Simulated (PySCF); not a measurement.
A structure optimised at PBE-D3(BJ)/def2-SVP, used in a PySCF frequency run:

```xyz
12

Ta     0.0000     0.0000    -0.0295
N      0.0000     0.0000    -1.8200
H      0.0000     0.0000    -2.8400
N      1.6654     0.9211     0.6215
H      2.5036     1.1196     0.0670
H      1.7122     1.4606     1.4933
N     -1.6304     0.9817     0.6215
H     -2.1210     0.7526     1.4933
H     -2.2214     1.6084     0.0670
N     -0.0350    -1.9028     0.6215
H     -0.2822    -2.7280     0.0670
H      0.4088    -2.2131     1.4933
```
Charge 0, spin multiplicity 1.

**Question.** Write its SMILES, formula and point group.

**Answer.** [NH]=[Ta]([NH2])([NH2])[NH2], H7N4Ta, C3

**Question.** What are its rotational constants (standard atomic weights)?

**Answer.** 2.9251, 2.9251, 2.6563 GHz
